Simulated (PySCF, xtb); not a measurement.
B(H)(Et)(NH2) (C2H8BN), SMILES NBCC. Other conformers were not sampled.

Harmonic wavenumbers (cm⁻¹) from GFN2-xTB (xtb) at its own minimum, in rising order: 38, 210, 262, 364, 550, 627, 750, 793, 824, 903, 1002, 1056, 1074, 1103, 1245, 1298, 1393, 1411, 1498, 1511, 1515, 1550, 2611, 2948, 2965, 3007, 3024, 3035, 3474, 3511.

Problem. What does PySCF 2.14.0 with B3LYP-D3(BJ)/def2-SVP give at its own minimum? (Estimate from the structure and the level; the computed values follow.)

Solution. 67, 216, 263, 382, 571, 603, 743, 799, 894, 921, 994, 1043, 1076, 1151, 1251, 1270, 1395, 1411, 1438, 1476, 1481, 1602, 2554, 2994, 3019, 3034, 3092, 3100, 3576, 3677. Paired by order, the mean absolute difference is 36 cm⁻¹ and the zero-point energies are 65.1 and 65.9 kcal/mol.
